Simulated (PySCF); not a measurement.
ZrF3Cl, SMILES [F][Zr]([F])([F])[Cl], multiplicity 1. Coordinates come from a PBE-D3(BJ)/def2-SVP optimisation. The spin state was assumed, not searched. The def2 effective core potentials stand for the cores of Zr; spin–orbit coupling is left out.

Computed equilibrium geometry at PBE-D3(BJ)/def2-SVP (PySCF confirms it by a frequency run) as Cartesian coordinates in Å, and its point group:
point group C3v.
```xyz
5

Zr     0.0000     0.0000    -0.2678
F     -1.5489    -0.8943    -0.9175
F      0.0000     1.7885    -0.9175
F      1.5489    -0.8943    -0.9175
Cl     0.0000     0.0000     2.0872
```
Charge 0, spin multiplicity 1.
